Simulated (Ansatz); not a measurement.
Cost and result for the atomization energy of CH$_{7}$B$_{2}$FSi, SMILES `B[SiH](C)BF` (12 atoms, 11 bonds).

Z-matrix (Å, degrees):
```
Si
C 1 1.880
B 1 2.041 2 112.7
B 1 2.001 2 115.7 3 -116.8
H 1 1.496 2 111.0 3 117.9
H 2 1.092 1 111.3 3 -60.3
H 2 1.092 1 110.2 3 59.5
H 2 1.092 1 111.1 3 179.1
F 3 1.324 1 120.0 2 -19.2
H 3 1.203 1 123.9 2 162.0
H 4 1.197 1 122.1 2 18.1
H 4 1.196 1 120.4 2 -166.0
```

Charge 0, multiplicity 1. The structure was optimised at the PBE0-D4/def2-TZVP level. It is one conformer, not always the lowest. Program: Ansatz. All runs use 4 threads of an Arm Neoverse V1 on a shared host. Times are those of one run each, without the atoms' runs, and a repeat can differ threefold. Electronic energies, without spin–orbit coupling; frozen cores. CCSD(T)/CBS adds CCSD(T) − MP2 in def2-TZVPP to the MP2 limit, and its time is that of the two runs behind it. T1 = 0.014. B3LYP takes the VWN-RPA correlation (the form of Gaussian; ORCA's B3LYP/G).

CCSD(T)/CBS is a level of theory with its own doubt, some kJ/mol a heavy atom from the limit and from the frozen cores, so smaller differences don't rank the functionals.

```csv
level,functions,wall time,atomization (kcal/mol),difference from CCSD(T)/CBS,per bond
PBE-D4/def2-TZVPP (with forces),264,3 s,1030.5,16.0,1.4
PBE0-D4/def2-TZVPP,264,3.4 s,1020.2,5.7,0.5
B3LYP-D4/def2-TZVPP (with forces),264,5.5 s,1021.5,7.0,0.6
r2SCAN-D4/def2-TZVPP (with forces),264,6 s,1025.4,10.9,1.0
B2PLYP/def2-TZVPP,264,7 s,1009.7,-4.8,-0.4
ωB97X-V/def2-TZVPP,264,9 s,1022.7,8.2,0.7
ωB97M-V/def2-TZVPP (with forces),264,14 s,1021.3,6.8,0.6
MP2/def2-QZVPP,508,35 s,1016.7,2.2,0.2
CCSD(T)/def2-TZVPP,264,3.6 min,993.2,-21.3,-1.9
CCSD(T)/CBS(def2),–,4.1 min,1014.5,0.0,0.0
```

In def2-TZVPP, CCSD(T) changes the Hartree–Fock value by +200.8 kcal/mol (the triples alone add +10.8 kcal/mol) and MP2 by +211.7 kcal/mol; breaking electron pairs costs correlation energy, which Hartree–Fock lacks. The D4 term adds +8.4 kcal/mol with B3LYP and +4.4 kcal/mol with PBE0; it sums over pairs of atoms, weighted by their polarisabilities, and B3LYP, whose exchange is more repulsive, gets the larger term. From PBE to PBE0 (25 % exact exchange), in def2-TZVPP and without D4, the atomization energy moves by −9.4 kcal/mol: exact exchange takes away binding that semilocal exchange gives to molecules.
